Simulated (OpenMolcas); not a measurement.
Ni III: effect of the IPEA shift

- Program: OpenMolcas 26.06
- Basis: ANO-RCC-VTZP [6s5p3d2f1g]
- Scalar Hamiltonian: DKH2, point nucleus
- Active space: 8 electrons in 5 orbitals (3d)
- State averaging: 2S+1 = 3 even, 10 roots; 2S+1 = 1 even, 15 roots kept (CI in the orbitals of an earlier block)
- Spin-orbit coupling: state interaction with AMFI integrals over the reference wave functions, term energies averaged over their components

Methods on the same reference wave functions:
A. CASSCF
B. SS-CASPT2, IPEA 0 Eh, imaginary shift 0.1 Eh (closed shells correlated: 3s 3p)
C. SS-CASPT2, IPEA 0.25 Eh, imaginary shift 0.1 Eh (closed shells correlated: 3s 3p)

Energies in cm-1 above 3d8 3F4, the measured ground level; measured values from Corliss and Sugar, J. Phys. Chem. Ref. Data 10, 197 (1981).

```tsv
Level	A	B	C	Measured
3d8 3F4	0.0	0.0	0.0	0.0
3d8 3F3	1344	1346	1346	1361
3d8 3F2	2270	2250	2250	2270
3d8 1D2	17188	13860	13860	14032
3d8 3P2	20794	16960	17200	16662
3d8 3P1	21181	17290	17560	16978
3d8 3P0	21451	17540	17820	17231
3d8 1G4	26669	23960	23800	23109
3d8 1S0	64364	53520	53600	52532
```

Deviations, from unrounded energies. A percentage is the sum of absolute deviations over the sum of measured energies, with the sign that they share, or ± where signs differ.

```csv
Against measurement,Levels,A,B,C
mean absolute deviation (cm-1),8,3900,370,460
fine structure of the ground term (%),2,±0.5,-0.9,-0.9
other terms of the ground configuration (%),6,+22.1,±2.1,±2.6
```

B lies closest to measurement on these levels and A furthest from it. The largest miss of B in the table is 3d8 1S0, by +990 cm-1. The ranking rests on the paired levels alone, and a cruder setting can come out closer through cancelling errors.

Between B and C the level of the table that moves most is 3d8 3P1, by 280 cm-1 (lowest in B, highest in C). Moves below CASPT2's spread within the term are not significant.

The mean deviations of B to C differ by less than CASPT2's widest spread within a term (1200 cm-1), so their order carries little weight.

From A to B the spin-free energies of the other terms of 3d8 shown, above 3F, scale by factors of 0.80 to 0.89, as is usual when dynamic correlation screens the repulsion within a d or f shell.

The lowest spin-free term lies below A's lowest term by 0.636 hartree in B, 0.630 hartree in C.

Term energies are means over components that CASPT2 splits; among the terms shown or strongly mixed into the levels shown the widest spread is 1200 cm-1 (3d8 1G, B). Terms from blocks run as CI alone lack orbitals of their own. Without dynamic correlation excited terms often stand tens of per cent too high (terms of higher spin than the ground term too low), and those without a measured partner can miss by more than the paired ones (holds for A). Some levels mix across a computed gap that differs much from the measured one, so their mixing is not that of the real levels (holds for A). Measured partners are found by configuration, term and J. A level has none where our copy of the source lacks it or the pairing is in doubt (some pairs that miss far off the trend of their configuration count as doubtful), and it then counts in no deviation. Levels of configurations outside the active space are missing.
